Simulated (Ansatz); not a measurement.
`[OH][In]([Br])[Br]` + H₂S → `[SH][In]([Br])[Br]` + H₂O  (ligand exchange at the In–O bond)

Computed with Ansatz on PBE0-D4/def2-TZVP structures; ΔE is electronic, products minus reactants. CCSD(T)/CBS is the MP2 limit (def2-TZVPP, def2-QZVPP) plus CCSD(T) − MP2 in def2-TZVPP, frozen cores. This one scheme is used for every species. Functionals use def2-TZVPP. Elements past krypton have def2 core potentials. For Br, In outer-core shells are correlated without core-valence functions, which leaves a few kJ/mol of doubt a bond. Scalar relativity is left out up to krypton. Each species was taken in one conformer, which may not be the lowest.

| level | ΔE (kJ/mol) | difference from CCSD(T)/CBS |
| --- | --- | --- |
| BLYP-D4 | -60.5 | 7.5 |
| PBE0-D4 | -74.4 | -6.4 |
| r2SCANh-D4 | -69.3 | -1.3 |
| CAM-B3LYP-D4 | -62.1 | 5.9 |
| PBE | -64.7 | 3.3 |
| r2SCAN | -65.6 | 2.4 |
| CCSD/def2-SVP | -62.1 | 5.9 |
| SCS-MP2/def2-TZVPP | -64.7 | 3.3 |
| SCS-MP2/def2-QZVPP | -65.5 | 2.5 |
| CCSD/CBS(def2) | -68.4 | -0.4 |
| CCSD(T)/CBS | -68.0 | 0 |

Largest T1 diagnostic among the species: 0.012.

From BLYP to BHLYP (50 % exact exchange), in def2-TZVPP and without D4, ΔE moves by −11.6 kJ/mol. At CCSD(T), def2-SVP lies +6.6 kJ/mol from the extrapolated value and def2-TZVPP +2.2 kJ/mol.
